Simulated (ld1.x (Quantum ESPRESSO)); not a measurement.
LDA (PZ) PAW dataset for Ga (Z = 31), scalar-relativistic all-electron reference.

ld1.x (Quantum ESPRESSO) 7.5 was run on this input:

```
&input
   title='Ga', zed=31., rel=1, dft='PZ', iswitch=3,
   config='[Ar] 3d10 4s2 4p1 4d-2',
   nld=3, rlderiv=3.25, eminld=-3.0, emaxld=5.0, deld=0.02
 /
 &inputp
   pseudotype=3, lpaw=.true., tm=.true., lloc=-1, rcloc=1.25,
   nlcc=.true.,
   which_augfun='PSQ', rmatch_augfun_nc=.true.,
   file_pseudopw='Ga.UPF', file_wfcaegen='ae.wfc', file_wfcncgen='nc.wfc', file_beta='beta', file_chi='chi', file_wfcusgen='us.wfc'
 /
5
4S  1  0   2.00   0.00  1.35  1.60  0.0
4S  1  0   0.00  -0.05  1.35  1.60  0.0
4P  2  1   1.00   0.00  2.55  3.00  0.0
4P  2  1   0.00   3.55  2.55  3.00  0.0
4D  3  2  -2.00  -0.10  1.75  2.10  0.0
 &test
   configts(1)='4s2 4p1'
 /
```

Command:

```bash
ld1.x < Ga.in > Ga.out
```

Output (shortened: banner, matrices, multipoles, cross overlaps and the repeated all-electron block are left out):

```
Program LD1 v.7.5

     !!!!!!!!!!!!!!!!!!! WARNING !!!!!!!!!!!!!!!!!!!!!!!
     Message from routine ld1_readin:
     US requires at least two energies per channel 4D
     !!!!!!!!!!!!!!!!!!!!!!!!!!!!!!!!!!!!!!!!!!!!!!!!!!!
     --------------------------- All-electron run ----------------------------

     Ga
     scalar relativistic calculation

     atomic number is 31.00
     dft =PZ   lsd =0 sic =0 latt =0  beta=0.20 tr2=1.0E-14
     Exchange-correlation= PZ
                           (   1   1   0   0   0   0   0)
     mesh =1205 r(mesh) = 101.09016 a.u. xmin = -7.00 dx = 0.01250
     1 Ry =  13.60569312 eV, c = 137.03599908

     n l     nl                  e(Ry)          e(Ha)          e(eV)
     1 0     1S 1( 2.00)      -750.4721      -375.2360    -10210.6928
     2 0     2S 1( 2.00)       -92.6130       -46.3065     -1260.0647
     2 1     2P 1( 6.00)       -80.7173       -40.3586     -1098.2145
     3 0     3S 1( 2.00)       -10.8359        -5.4179      -147.4293
     3 1     3P 1( 6.00)        -7.2509        -3.6254       -98.6531
     3 2     3D 1(10.00)        -1.4259        -0.7130       -19.4009
     4 0     4S 1( 2.00)        -0.6743        -0.3372        -9.1745
     4 1     4P 1( 1.00)        -0.2012        -0.1006        -2.7381

     final scf error:  4.2E-15 reached in  29 iterations

     Etot =   -3882.236433 Ry,   -1941.118217 Ha,  -52820.517539 eV

     Ekin =    3946.721748 Ry,    1973.360874 Ha,   53697.884951 eV
     Encl =   -9361.643666 Ry,   -4680.821833 Ha, -127371.650844 eV
     Eh   =    1677.889087 Ry,     838.944544 Ha,   22828.844013 eV
     Exc  =    -145.203603 Ry,     -72.601801 Ha,   -1975.595657 eV

     normalization and overlap integrals

     s(1S/1S) =  1.000000  <r> =   0.0487  <r2> =    0.0032  r(max) =   0.0319
     s(2S/2S) =  1.000000  <r> =   0.2182  <r2> =    0.0562  r(max) =   0.1833
     s(2P/2P) =  1.000000  <r> =   0.1909  <r2> =    0.0447  r(max) =   0.1464
     s(3S/3S) =  1.000000  <r> =   0.6531  <r2> =    0.4929  r(max) =   0.5647
     s(3P/3P) =  1.000000  <r> =   0.6799  <r2> =    0.5459  r(max) =   0.5647
     s(3D/3D) =  1.000000  <r> =   0.8112  <r2> =    0.8646  r(max) =   0.5305
     s(4S/4S) =  1.000000  <r> =   2.3304  <r2> =    6.3255  r(max) =   1.8748
     s(4P/4P) =  1.000000  <r> =   3.3736  <r2> =   13.7367  r(max) =   2.5307

     ------------------------ End of All-electron run ------------------------

     --------------------- Generating PAW atomic setup --------------------

      Generating local potential from pseudized AE potential:
      Matching radius rcloc =   1.2500

      Local pseudo, rcloc= 1.241 Estimated cut-off energy=    16.01 Ry

      Computing core charge for nlcc:

       r > 1.55 : true rho core
       r < 1.55 : rho core = a sin(br)/r    a=   2.79  b=   1.71

      Integrated core pseudo-charge :   3.43
      Wfc-us  4S rcutus= 1.594  Estimated cut-off energy=    16.50 Ry
      Wfc-us  4S rcutus= 1.594  Estimated cut-off energy=    17.24 Ry
      Wfc-us  4P rcutus= 2.977  Estimated cut-off energy=     8.63 Ry
      Wfc-us  4P rcutus= 2.977  Estimated cut-off energy=     9.07 Ry
      Wfc-us  4D rcutus= 2.098  Estimated cut-off energy=    22.52 Ry

     Required augmentation: PSQ   radius:    3.000000

     Q pseudized with Bessel functions
     Expected ecutrho=     141.9695 due to l1=  0   l2=  1

     Estimated PAW energy = -147.507530 Ryd

     ------------------- End of pseudopotential generation -------------------

     Computing logarithmic derivative in   3.26997
     Computing logarithmic derivative in   3.26997
     Computing the partial wave expansion
     R is outside the sphere for l=    0 j= 0.00
     R is outside the sphere for l=    0 j= 0.00
     R is outside the sphere for l=    1 j= 0.00
     R is outside the sphere for l=    1 j= 0.00
     R is outside the sphere for l=    2 j= 0.00

     ---------------------- Testing the pseudopotential ----------------------

     Ga
     scalar relativistic calculation

     atomic number is 31.00   valence charge is  3.00
     dft = SLA  PZ   NOGX NOGC   lsd =0 sic =0 latt =0  beta=0.20 tr2=1.0E-14
     mesh =1205 r(mesh) = 101.09016 xmin = -7.00 dx = 0.01250

     n l     nl             e AE (Ry)        e PS (Ry)    De AE-PS (Ry)
     1 0     4S   1( 2.00)       -0.67431       -0.67431        0.00000
     2 1     4P   1( 1.00)       -0.20125       -0.20125        0.00000

     eps = 2.8E-16  iter =  3

     Etot =   -3882.236433 Ry,   -1941.118217 Ha,  -52820.517539 eV
     Etotps =  -147.507537 Ry,     -73.753768 Ha,   -2006.942275 eV

     Ekin =       9.759942 Ry,       4.879971 Ha,     132.790780 eV
     Encl =     -15.145366 Ry,      -7.572683 Ha,    -206.063206 eV
     Ehrt =       3.081489 Ry,       1.540745 Ha,      41.925799 eV
     Ecxc =    -145.203602 Ry,     -72.601801 Ha,   -1975.595648 eV
     (Ecc =      -2.967878 Ry,      -1.483939 Ha,     -40.380038 eV)

     ---------------------- End of pseudopotential test ----------------------
```

Note: ghost state, extra bound levels that the all-electron valence spectrum of the same l lacks: s at -65.0 eV. A true bound ghost makes a file unfit for plane-wave use.

Generation and configuration tests took about 1.1 s on one core of a shared server CPU.
